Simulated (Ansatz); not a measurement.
Consider the β-hydride elimination: `C[CH](C)[Ge][F]` → `[F][GeH]` + propene.

Computed with Ansatz on PBE0-D4/def2-TZVP structures; ΔE is electronic, products minus reactants. CCSD(T)/CBS is the MP2 limit (def2-TZVPP, def2-QZVPP) plus CCSD(T) − MP2 in def2-TZVPP, frozen cores. DFT in def2-TZVPP. B3LYP here is the variant with VWN-RPA as its local correlation; programs differ in this. For Ge outer-core shells are correlated without core-valence functions, which leaves a few kJ/mol of doubt a bond. Scalar relativity is left out up to krypton. Each species was taken in one conformer, which may not be the lowest.

CCSD(T)/CBS gives +136.7 kJ/mol.

Problem. Another level gave +125.1 kJ/mol. Which?
A. ωB97X-V/def2-TZVPP
B. RPA@PBE/def2-TZVPP
C. PBE0/def2-TZVPP
D. B3LYP/def2-TZVPP

Solution. B. RPA@PBE/def2-TZVPP 125.1, B3LYP 102.9, ωB97X-V 138.5, PBE0 134.2 kJ/mol.

Largest T1 diagnostic among the species: 0.014.

Leaving LDA and LC-ωPBE aside and taking each functional with its dispersion term where it has one, the values, not all of them listed here, spread over 33.8 kJ/mol, from BLYP-D4 to PBE-QIDH. LDA lies +43.5 kJ/mol from PBE without D4. From BLYP to BHLYP (50 % exact exchange), in def2-TZVPP and without D4, ΔE moves by +25.1 kJ/mol. In def2-TZVPP, CCSD(T) changes the Hartree–Fock value by +43.4 kJ/mol (the triples alone add +3.5 kJ/mol) and MP2 by +58.5 kJ/mol.
